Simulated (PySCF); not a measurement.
SbF₄, SMILES [F][Sb+]([F])([F])[F], charge +1. The structure is a stationary point at B3LYP-D3(BJ)/def2-SVP. The multiplicity is an assumed one; other spin states were not compared. The isomer is the one that the SMILES or the coordinates give; other isomers of the formula were not compared. The def2 effective core potentials stand for the cores of Sb; spin–orbit coupling is left out.

Level of theory: PySCF 2.14.0 with B3LYP-D3(BJ)/def2-SVP.

Harmonic wavenumbers (cm⁻¹): 145, 145, 188, 188, 188, 670, 742, 742, 742. Rotational constants (GHz): 2.866, 2.866, 2.866; symmetry number 12.

Task: Work out the zero-point energy and the ideal-gas rigid-rotor harmonic-oscillator thermochemistry at 298.15 K and 1 atm.

Result: ZPE = ½ Σ hcν = ½ × 3751 cm⁻¹ = 5.36 kcal/mol. H − E(el) = 9.90 kcal/mol. Entropy in cal/(mol K): translation 41.75, rotation 22.08, vibration 13.34, total 77.17. G − E(el) = -13.11 kcal/mol. Cp = 20.47 cal/(mol K). Modes under 150 cm⁻¹ make the vibrational entropy uncertain.
